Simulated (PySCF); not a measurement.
Isomers of C5H7FO2, one GFN2-xTB conformer each. Single-point energies are computed at PBE0/pcSseg-1 (PySCF, gas phase, no added dispersion term), electronic only.

**Question.** Rank them by PBE0/pcSseg-1 energy, lowest first (kcal/mol).
A. `[CH2:1]=[C:2]([F:3])[C:4](=[O:5])[O:6][CH2:7][CH3:8]` with C1–C2–C4–O5 0°, C2–C4–O6–C7 180°, C4–O6–C7–C8 180° (CH2=CFCOOEt)
B. `[CH3:1][O:2][C@:3]1([F:4])[CH:5]=[CH:6][O:7][CH2:8]1` with C1–O2–C3–F4 64°
C. `[CH3:1][O:2]/[C:3]([CH3:4])=[CH:5]\[C:6](=[O:7])[F:8]` with C1–O2–C3–C4 0°, C3–C5–C6–O7 0°

**Answer.** C (0.0), A (0.7), B (16.8).

As drawn, the lowest has a C=O bond, which the highest lacks. Neighbours under 2.5 kcal/mol apart (CO/C(C)=C\C(=O)F and C=C(F)C(=O)OCC) can change places with a better method, another conformer or zero-point energy. GFN2-xTB itself gives, in the same order: 0.3, 3.8, 0.0. GFN2-xTB puts CO[C@]1(F)C=COC1 lowest instead; measured from each level's own lowest isomer, the values differ by up to 16.8 kcal/mol (CO[C@]1(F)C=COC1: 0.0 against 16.8).

**Question.** Which frontier levels, dipoles and rotational constants go with these structures?

**Answer.** 
```
          SMILES  HOMO (eV, PBE0/pcSseg-1)  LUMO (eV)  dipole (D)      A, B, C (MHz)
CO/C(C)=C\C(=O)F                     -7.19      -1.13        6.76  4080, 1239, 961.9
  C=C(F)C(=O)OCC                     -8.03      -1.42        0.89  4195, 1243, 970.4
CO[C@]1(F)C=COC1                     -6.91       0.24        1.63   3900, 1636, 1546
```

**Question.** As an exercise, what shares would exp(−E/RT) give at 500 K from these electronic energies alone (no entropy, no degeneracies)?

**Answer.** RT = 0.994 kcal/mol: CO/C(C)=C\C(=O)F 66.4 %, C=C(F)C(=O)OCC 33.6 %, CO[C@]1(F)C=COC1 under 0.1 %.
